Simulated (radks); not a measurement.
Q: Spherical quantum dot in the effective-mass picture: electrons in a parabolic well V = omega^2 r^2 / 2 with omega = 0.616, with a point charge +2 (a donor) at the centre, all in effective atomic units (hartree* = m*/eps^2 hartree, bohr* = eps/m* bohr), one dielectric constant everywhere. Method: non-relativistic Kohn-Sham, LDA (Slater exchange, Perdew-Wang correlation), spin-polarised, spherical densities; computed with a radial shooting solver with Libxc functionals. Levels are named by radial order and angular momentum (1s, 1p, 1d, 2s, ...), and open shells are averaged over m. At N = 2 the configuration is 1s2. Does electron 3 go into 1p up or 2s up?

A: Into 1p up. The total energies of the other choices lie higher by 0.201 hartree* (2s up).
